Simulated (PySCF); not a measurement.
## Frontier orbitals and the lowest excitations

Species: C4H8ClFSi.
Geometry (GFN2-xTB, Å), atoms numbered from 1 in this order:
```xyz
15
C4H8ClFSi angstrom
C      2.114   -0.441    0.309
Si     0.903    0.615   -0.693
F      1.338    0.480   -2.252
Cl     1.103    2.569   -0.243
C     -0.895    0.064   -0.635
C     -1.824    0.540    0.452
C     -1.402   -0.887    0.419
H      1.893   -0.413    1.371
H      2.082   -1.478   -0.012
H      3.134   -0.087    0.178
H     -1.356   -0.052   -1.610
H     -2.839    0.786    0.179
H     -1.420    1.177    1.224
H     -2.125   -1.631    0.120
H     -0.711   -1.236    1.170
```

Method used: TDDFT wB97X-D/def2-SVPD, vertical, gas phase, core orbitals frozen in the response in PySCF.

Kohn–Sham orbitals with the atoms that hold most of them (Löwdin shares over 4%, at most four atoms; ? is withheld):

| orbital | ε (eV) | atoms |
| --- | --- | --- |
| LUMO+2 | 2.49 | Cl4 27%, C7 11%, Si2 9%, H15 8% |
| LUMO+1 | 2.43 | Si2 26%, Cl4 16%, F3 10%, C5 9% |
| LUMO | 1.98 | ? |
| HOMO | -10.34 | ? |
| HOMO-1 | -10.70 | C5 36%, C7 19%, C6 17%, Cl4 13% |
| HOMO-2 | -11.01 | Cl4 23%, C7 20%, C6 18%, C5 10% |
| HOMO-3 | -11.44 | Cl4 78%, Si2 6%, F3 4% |

(1) Give the leading atoms of the HOMO.

(2) Give the leading atoms of the LUMO.

(3) How does S1 compare with the orbital gap of 12.32 eV?

## Answers

(1) C5 (bonded to 2 C, Si and H) 21%; C6 (bonded to 2 C and 2 H) 16%; Si2 (bonded to 2 C, Cl and F) 13%; C7 (bonded to 2 C and 2 H) 13%. By element: carbon 50% or more, silicon 13%.

(2) Cl4 (bonded to Si) 20%; Si2 (bonded to 2 C, Cl and F) 18%; C1 (bonded to Si and 3 H) 12%; C6 (bonded to 2 C and 2 H) 8%. By element: chlorine 20%, carbon 20% or more, silicon 18%.

(3) S1 is at 7.91 eV (f = 0.022), 4.41 eV below the gap, made of HOMO→LUMO (49%), HOMO→LUMO+1 (39%). Without the coupling terms of the response equations the lowest excitation would equal the gap.

Next come S2 at 8.21 eV (f 0.0082), HOMO-1→LUMO (52%), HOMO-1→LUMO+1 (40%); S3 at 8.50 eV (f 0.015), HOMO→LUMO+2 (35%), HOMO-2→LUMO (31%), HOMO-2→LUMO+1 (12%); S4 at 8.58 eV (f 0.040), HOMO→LUMO+1 (36%), HOMO→LUMO (32%), HOMO-2→LUMO+1 (12%); S5 at 8.69 eV (f 0.058), HOMO→LUMO+2 (39%), HOMO-2→LUMO (26%), HOMO-2→LUMO+1 (11%).

Löwdin shares depend on the basis, the more so with diffuse functions.

On Intel Xeon at 2.50 GHz, one thread, no GPU, shared host, this took 2.9 min wall, 1.7 min CPU and 0.95 GiB of memory at its peak.

One conformer stands for the species.
